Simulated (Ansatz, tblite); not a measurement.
Removing an electron: BiF₃. The state is a singlet with charge 0. Geometry: PBE-D4/def2-TZVP. Ansatz, gas phase; energy differences of separate SCF runs; the oxidised species was run as a doublet alone.

Cartesian coordinates in Å:
```
Bi -0.7622 -0.0410 0.1215
F 0.5330 -0.0992 1.6686
F 0.0515 1.5683 -0.7857
F 0.1777 -1.4280 -1.0044
```

In the def2 sets Bi takes a core potential; there is no spin–orbit coupling. The xTB rows come from tblite. Correlated methods freeze 7 core orbitals; core or outer-core shells of Bi are correlated, in sets that lack core-valence functions.

(1) Estimate orbital energies and vertical ionisation energies at: GFN1-xTB; GFN2-xTB; HF/def2-TZVPP; PBE-D4/def2-TZVP; r2SCAN-D4/def2-TZVP; PBE0-D4/def2-TZVP; MP2/def2-TZVPP; CCSD/def2-TZVPP; CCSD(T)/def2-TZVPP.

Answers

(1) 
```
              level  −HOMO (eV)  vertical IE (eV)  −LUMO (eV)  HOMO–LUMO gap (eV)                remarks
           GFN1-xTB       13.11             17.14        7.10                6.01                      –
           GFN2-xTB       12.88             16.56        5.26                7.61                      –
      HF/def2-TZVPP           –             12.20           –                   –                      –
   PBE-D4/def2-TZVP        8.56             11.99        2.55                6.01                      –
r2SCAN-D4/def2-TZVP        8.97             12.23        2.31                6.66                      –
  PBE0-D4/def2-TZVP       10.13             12.46        1.86                8.27                      –
     MP2/def2-TZVPP           –             13.86           –                   –                      –
    CCSD/def2-TZVPP           –             12.93           –                   –  large T1 (+1 doublet)
 CCSD(T)/def2-TZVPP           –             12.74           –                   –  large T1 (+1 doublet)
```

Relaxing the oxidised species (PBE-D4/def2-TZVP) changes its energy by -0.11 eV at PBE-D4/def2-TZVP, so the adiabatic ionisation energy to this nearest minimum is 11.88 eV. At PBE0-D4/def2-TZVP it is 12.28 eV.   Raw xTB energy differences between charge states are shifted by several eV; the methods need an empirical correction for them.
